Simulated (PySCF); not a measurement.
Molecule: `C(=C)[C@H](F)[SiH3]`, C₃H₇FSi.

Cartesian coordinates in Å; atom numbers follow the order of the lines, from 1:
```xyz
12

C    -1.7258    0.5984    0.7464
C    -1.0471   -0.4044    0.2184
C     0.0076   -0.2516   -0.8165
F     0.0803   -1.4069   -1.5906
Si    1.7493    0.0216   -0.0250
H    -2.4550    0.4441    1.5222
H    -1.5759    1.6154    0.4224
H    -1.2060   -1.4217    0.5487
H    -0.2392    0.5554   -1.5150
H     2.0187   -1.1052    0.8642
H     1.6751    1.2798    0.7149
H     2.7192    0.0743   -1.1162
```

Frames of a GFN2-xTB Langevin trajectory at 600 K; GIAO PBE0/pcSseg-1 shieldings in PySCF 2.14.0 with density-fitted response routines, gas phase, non-relativistic; equivalent atoms averaged within each frame.

References, each an isolated molecule treated in the same way: TMS for 13C (σref 186.93), 29Si (σref 349.16), 1H (σref 31.72); 19F (σref 170.95) against CFCl3. The references are static minima.

How do the shifts (ppm) fluctuate along the trajectory?

Answers


```tsv
time (fs)	C2	C1	C3	F4	Si5	H8	H9	H6	H10/H11/H12	H7
optimised geometry	148.6	116.8	92.4	-246.4	-65.1	6.68	5.69	5.31	3.89	5.24
250	164.1	118.7	86.4	-265.3	-66.6	6.06	5.50	5.50	4.80	4.28
425	166.6	125.7	96.0	-240.7	-63.7	6.57	6.81	6.59	4.57	6.59
625	164.5	118.3	101.7	-226.3	-61.0	7.28	6.62	5.64	4.40	5.77
800	174.0	119.4	95.7	-239.7	-65.9	8.24	7.04	5.63	3.42	5.34
1000	148.3	115.9	87.4	-235.6	-72.7	6.55	6.63	6.00	4.13	5.11
mean of frames	163.5	119.6	93.4	-241.5	-66.0	6.94	6.52	5.87	4.27	5.42
standard deviation	9.4	3.6	6.5	14.4	4.3	0.85	0.59	0.44	0.53	0.85
```

5 frames give an uncertainty of the mean of about the standard deviation over 2.2 at best, since frames this close in time may not be independent; classical motion lacks zero-point vibration, and the reference would need the same averaging.
